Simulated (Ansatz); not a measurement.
`O[B](F)[GeH3]` + HI → `[GeH3][I]` + `OBF` at 700 K and 1 bar (cleavage of the Ge–B bond).

Program: Ansatz. Geometries: PBE0-D4/def2-TZVP. ΔE: electronic, gas phase. CCSD(T)/CBS is the MP2 limit (def2-TZVPP, def2-QZVPP) plus CCSD(T) − MP2 in def2-TZVPP, frozen cores. This one scheme is used for every species. def2 core potentials past Kr. For Ge, I outer-core shells are correlated without core-valence functions, which leaves a few kJ/mol of doubt a bond. Scalar relativity is left out up to krypton. One conformer a species, not always the lowest.

```tsv
species	CCSD(T)/CBS energy (Eh)	H − E (kJ/mol)	S (J/(mol·K))
`O[B](F)[GeH3]`	-2278.38102	183.5	426.2
HI	-298.03592	34.6	231.7
`[GeH3][I]`	-2375.37957	103.8	343.3
`OBF`	-201.07426	116.8	306.1
```

H − E and S are ideal-gas, rigid-rotor, harmonic terms from PBE0-D4/def2-TZVP, for one conformer and one mirror image of each species. 1 Eh = 2625.50 kJ/mol, R = 8.31446 J/(mol·K).

Q: By hand: ΔE, ΔH, ΔS and ΔG.

A: ΔE = (-2375.37957) + (-201.07426) − (-2278.38102) − (-298.03592) = -0.03689 Eh = -96.9 kJ/mol. Δ(H − E) = 103.8 + 116.8 − 183.5 − 34.6 = 2.5, so ΔH = -94.4 kJ/mol. ΔS = 343.3 + 306.1 − 426.2 − 231.7 = -8.5 J/(mol·K). ΔG = -94.4 − 700 × (-8.5)/1000 = -88.5 kJ/mol.

Q: By hand: the equilibrium constant, and the temperature at which ΔG would vanish if ΔH and ΔS stayed fixed.

A: log₁₀ K = −ΔG/(RT ln 10) = 6.6. ΔG = 0 at ΔH/ΔS = 11106 K, far beyond where these terms or the molecules hold.

The number of gas molecules stays the same, so ΔS is small and ΔH decides. A doubt of 5 kJ/mol in ΔE shifts log₁₀ K by 0.4 here. Other conformers and mirror images would add mixing entropy, several J/(mol·K) or more a flexible species. These are equilibria of isolated gas molecules and say nothing of rates. Largest T1 diagnostic: 0.013 (customary marks: 0.02 for closed shells, 0.045 for open ones).
